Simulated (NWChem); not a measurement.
iminoborane (BNH2); SMILES B=N

Program: NWChem. Each level has its own optimisation; frequencies are unscaled.

For level PBE0-D3(BJ)/def2-TZVP:

- r B–N (Å): 1.233
- r B–H (Å): 1.172
- highest harmonic frequency (cm⁻¹): 3895
- lowest (cm⁻¹): 479
- zero-point energy (kcal/mol): 15.1
- dipole (D): 0.02

Problem. What are these values for level Hartree-Fock/STO-3G?

Solution. The r B–N (Å) is 1.195. The r B–H (Å) comes out as 1.141 and the highest harmonic frequency (cm⁻¹) comes out as 4266. The lowest (cm⁻¹) is 758, the zero-point energy (kcal/mol) comes out as 19.1 and the dipole (D) comes out as 0.47.
